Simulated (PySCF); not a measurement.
Cr²⁺ (chromium, charge +2): UHF calculation

Configuration: [Ar] 3d4, high-spin 5D determinant. All numbers are calculated (PySCF 2.14, the spin-free X2C one-electron Hamiltonian (Gaussian nucleus), in cc-pVTZ-DK (7s6p4d2f1g, 68 functions)).

```
Total energy                                                  : -1048.882098 hartree
One-electron energy                                           : -1428.5758 hartree
Hartree (Coulomb) energy                                      : 427.3968 hartree
Exchange energy                                               : -47.7031 hartree
⟨S²⟩                                                          : 6.0014
⟨L²⟩                                                          : 6.016
Sum of ⟨r⟩                                                    : 14.56 bohr
Sum of ⟨r²⟩                                                   : 16.15 bohr²
Traceless quadrupole moment −½Σ⟨3z² − r²⟩ along its main axis : -0.495 e·bohr²
Langevin diamagnetic susceptibility                           : -12.8 ×10⁻⁶ cm³/mol
Time after the integrals                                      : 0.51 s of wall time on 1 thread of Neoverse-V1 (shared host)
```

| shell | electrons | mean orbital energy (eV) | spread (eV) | rms radius, mean of both spins (bohr) |
| --- | --- | --- | --- | --- |
| 1s α | 1 | -6064.3 | 0 | 0.0734 |
| 1s β | 1 | -6064.3 | 0 | 0.0734 |
| 2s α | 1 | -746.97 | 0 | 0.316 |
| 2s β | 1 | -744.46 | 0 | 0.316 |
| 2p α | 3 | -628.31 | 0.031 | 0.287 |
| 2p β | 3 | -625.76 | 0.786 | 0.287 |
| 3s α | 1 | -117.68 | 0 | 0.965 |
| 3s β | 1 | -109.28 | 0 | 0.965 |
| 3p α | 3 | -83.586 | 1.319 | 1.04 |
| 3p β | 3 | -73.301 | 1.988 | 1.04 |
| 3d α | 4 | -32.420 | 1.739 | 1.33 |

Densities and radii are taken from the X2C orbitals without a picture-change correction, which distorts them close to the nucleus.
